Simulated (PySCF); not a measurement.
PySCF 2.14 output of an unrestricted PBE0 calculation on a single atom or ion in x2c-TZVPPall with one added diffuse shell each of s, p, d, f type (12s8p8d4f1g, 113 functions), with the spin-free X2C one-electron Hamiltonian (Gaussian nucleus):

```
SCF conv_tol = 1e-09
number electrons alpha = 38  beta = 34
    C. Adamo and V. Barone.,  J. Chem. Phys. 110, 6158 (1999)
    M. Ernzerhof and G. E. Scuseria.,  J. Chem. Phys. 110, 5029 (1999)
cycle= 1 E= -16691.3890394281  delta_E= -0.018  |g|= 0.189  |ddm|= 0.231
cycle= 2 E= -16691.3891933028  delta_E= -0.000154  |g|= 0.172  |ddm|= 0.134
cycle= 3 E= -16691.3914793666  delta_E= -0.00229  |g|= 0.0056  |ddm|= 0.0661
cycle= 4 E= -16691.3914832504  delta_E= -3.88e-06  |g|= 0.000373  |ddm|= 0.0037
cycle= 5 E= -16691.391483278  delta_E= -2.76e-08  |g|= 2e-05  |ddm|= 0.000309
cycle= 6 E= -16691.3914832784  delta_E= -4.66e-10  |g|= 4.92e-06  |ddm|= 6.79e-05
converged SCF energy = -16691.3914832784  <S^2> = 6.0017876  2S+1 = 5.000715
```

The run itself started from symmetry-adapted Hartree-Fock orbitals and held the occupation by maximum overlap, on a logarithmic radial grid, so the iterations belong to that start.

**Question.** Which element, charge and spin multiplicity is this?

**Answer.** Re³⁺ (rhenium, charge +3), multiplicity 5; the state was [Xe] 4f14 5d4, high-spin 5D determinant.

Spin-orbit coupling, absent here, splits the open shell strongly.
